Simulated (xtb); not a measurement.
Cl₄Se (SMILES Cl[Se](Cl)(Cl)Cl), singlet, from a rough starting geometry; GFN2-xTB (xtb).

xtb was given this input:
```
$ xtb mol.xyz --gfn 2 --opt vtight --json

# file mol.xyz
5

Se     0.05009628    -0.02449342     0.50238794
Cl     1.03682315    -1.27542824    -0.73475871
Cl     1.80174088     1.45719467     0.45686759
Cl    -0.99133519     1.31254129    -0.80649510
Cl    -1.83557665    -1.48999374     0.48504238
```

What the program printed (banner, timings and long lists left out):

```
   ID    Z sym.   atoms
    1   34 Se     1
    2   17 Cl     2-5

           -------------------------------------------------
          |                Calculation Setup                |
           -------------------------------------------------

           -------------------------------------------------
          |                 G F N 2 - x T B                 |
           -------------------------------------------------

          ...................................................
          :                      SETUP                      :
          :.................................................:
          :  # basis functions                  50          :
          :  # atomic orbitals                  45          :
          :  # shells                           15          :
          :  # electrons                        34          :
          :  max. iterations                   250          :
          :  Hamiltonian                  GFN2-xTB          :
          :  restarted?                      false          :
          :  GBSA solvation                  false          :
          :  PC potential                    false          :
          :  electronic temp.          300.0000000     K    :
          :  accuracy                    1.0000000          :
          :  -> integral cutoff          0.2500000E+02      :
          :  -> integral neglect         0.1000000E-07      :
          :  -> SCF convergence          0.1000000E-05 Eh   :
          :  -> wf. convergence          0.1000000E-03 e    :
          :  Broyden damping             0.4000000          :
          :  net charge                          0          :
          :  unpaired electrons                  0          :
          ...................................................

 iter      E             dE          RMSdq      gap      omega  full diag
   1    -21.3630765 -0.213631E+02  0.829E+00    4.52       0.0  T
   2    -21.4287760 -0.656995E-01  0.466E+00    3.31       1.0  T
   3    -21.4318812 -0.310518E-02  0.309E+00    2.84       1.0  T
   4    -21.4324602 -0.579039E-03  0.497E-01    2.60       1.0  T
   5    -21.4325807 -0.120510E-03  0.314E-01    2.62       1.0  T
   6    -21.4326185 -0.377513E-04  0.194E-01    2.65       1.0  T
   7    -21.4326619 -0.434563E-04  0.109E-01    2.64       1.0  T
   8    -21.4326759 -0.139941E-04  0.747E-02    2.65       1.0  T
   9    -21.4326781 -0.217130E-05  0.747E-02    2.63       1.0  T
  10    -21.4326870 -0.885603E-05  0.326E-02    2.64       1.4  T
  11    -21.4326881 -0.112658E-05  0.364E-02    2.65       1.2  T
  12    -21.4326902 -0.209038E-05  0.124E-02    2.64       3.6  T
  13    -21.4326903 -0.155962E-06  0.776E-03    2.64       5.8  T
  14    -21.4326904 -0.100430E-06  0.426E-03    2.64      10.5  T
  15    -21.4326905 -0.404435E-07  0.162E-03    2.64      27.6  T
  16    -21.4326905 -0.314473E-08  0.121E-03    2.64      36.9  T
  17    -21.4326905 -0.331024E-08  0.745E-04    2.64      60.0  T
  18    -21.4326905 -0.734197E-09  0.111E-04    2.64     403.4  T

   *** convergence criteria satisfied after 18 iterations ***

         :::::::::::::::::::::::::::::::::::::::::::::::::::::
         ::                     SUMMARY                     ::
         :::::::::::::::::::::::::::::::::::::::::::::::::::::
         :: total energy             -21.426815870524 Eh    ::
         :: gradient norm              0.040397048271 Eh/a0 ::
         :: HOMO-LUMO gap              2.643100632691 eV    ::
         ::.................................................::
         :: SCC energy               -21.432688058512 Eh    ::
         :: -> isotropic ES            0.029171279298 Eh    ::
         :: -> anisotropic ES          0.003551408303 Eh    ::
         :: -> anisotropic XC          0.001347667893 Eh    ::
         :: -> dispersion             -0.007455705991 Eh    ::
         :: repulsion energy           0.005872187988 Eh    ::
[...]
 * total energy  :   -21.4286682 Eh     change       -0.1852356E-02 Eh
 * total energy  :   -21.4285331 Eh     change        0.1350852E-03 Eh
 * total energy  :   -21.4299272 Eh     change       -0.1394034E-02 Eh
 * total energy  :   -21.4297023 Eh     change        0.2248703E-03 Eh
 * total energy  :   -21.4300803 Eh     change       -0.3779449E-03 Eh
 * total energy  :   -21.4300609 Eh     change        0.1935173E-04 Eh
 * total energy  :   -21.4300829 Eh     change       -0.2200166E-04 Eh
 * total energy  :   -21.4300687 Eh     change        0.1422325E-04 Eh
 * total energy  :   -21.4300849 Eh     change       -0.1617828E-04 Eh
 * total energy  :   -21.4300862 Eh     change       -0.1376505E-05 Eh
 * total energy  :   -21.4300868 Eh     change       -0.5299403E-06 Eh
 * total energy  :   -21.4300868 Eh     change       -0.1806917E-08 Eh
   *** GEOMETRY OPTIMIZATION CONVERGED AFTER 13 ITERATIONS ***
         :: total energy             -21.430086763680 Eh    ::
[...]
         8        2.0000           -0.5552783             -15.1099
         9        2.0000           -0.5124288             -13.9439
        10        2.0000           -0.5103418             -13.8871
        11        2.0000           -0.5028087             -13.6821
        12        2.0000           -0.4924971             -13.4015
        13        2.0000           -0.4473506             -12.1730
        14        2.0000           -0.4457731             -12.1301
        15        2.0000           -0.4453963             -12.1198
        16        2.0000           -0.4435067             -12.0684
        17        2.0000           -0.4315642             -11.7435 (HOMO)
        18                         -0.3356486              -9.1335 (LUMO)
        19                         -0.3053692              -8.3095
        20                         -0.2767794              -7.5316
        21                         -0.0635710              -1.7299
        22                         -0.0608234              -1.6551
        23                         -0.0601556              -1.6369
        24                         -0.0579072              -1.5757
        25                         -0.0568539              -1.5471
        26                         -0.0566316              -1.5410
        27                         -0.0565172              -1.5379
        28                         -0.0535619              -1.4575
       ...                                ...                  ...
        45                          1.4511073              39.4866
      -------------------------------------------------------------
                  HL-Gap            0.0959156 Eh            2.6100 eV
             Fermi-level           -0.3836064 Eh          -10.4385 eV

     #   Z          covCN         q      C6AA      α(0)
     1  34 Se       3.494     0.223   228.426    26.335
     2  17 Cl       0.938     0.102    96.188    15.004
     3  17 Cl       0.906    -0.213   105.859    15.740
     4  17 Cl       0.938     0.102    96.188    15.004
     5  17 Cl       0.906    -0.213   105.860    15.740

 Mol. C6AA /au·bohr⁶  :       3050.530538
 Mol. C8AA /au·bohr⁸  :     149401.115022
 Mol. α(0) /au        :         87.824766

Wiberg/Mayer (AO) data.
largest (>0.10) Wiberg bond orders for each atom

 ---------------------------------------------------------------------------
     #   Z sym  total        # sym  WBO       # sym  WBO       # sym  WBO
 ---------------------------------------------------------------------------
     1  34 Se   4.505 --     2 Cl   1.316     4 Cl   1.316     3 Cl   0.936
                             5 Cl   0.936
     2  17 Cl   1.515 --     1 Se   1.316
     3  17 Cl   1.207 --     1 Se   0.936     5 Cl   0.153
     4  17 Cl   1.515 --     1 Se   1.316
     5  17 Cl   1.207 --     1 Se   0.936     3 Cl   0.153
 ---------------------------------------------------------------------------

Topologies differ in total number of bonds
Writing topology from bond orders to xtbtopo.mol

molecular dipole:
                 x           y           z       tot (Debye)
 q only:        0.003      -0.005      -0.460
   full:        0.003      -0.004      -0.385       0.979
molecular quadrupole (traceless):
                xx          xy          yy          xz          yz          zz
 q only:       -3.380      -7.547      -0.011       0.018      -0.010       3.391
  q+dip:       -3.711      -8.009      -0.137       0.020      -0.007       3.848
   full:       -3.811      -8.383      -0.069       0.023      -0.010       3.880

optimized geometry written to: xtbopt.xyz

           -------------------------------------------------
          | TOTAL ENERGY              -21.430086763680 Eh   |
          | GRADIENT NORM               0.000062781660 Eh/α |
          | HOMO-LUMO GAP               2.609995242937 eV   |
           -------------------------------------------------

normal termination of xtb
```
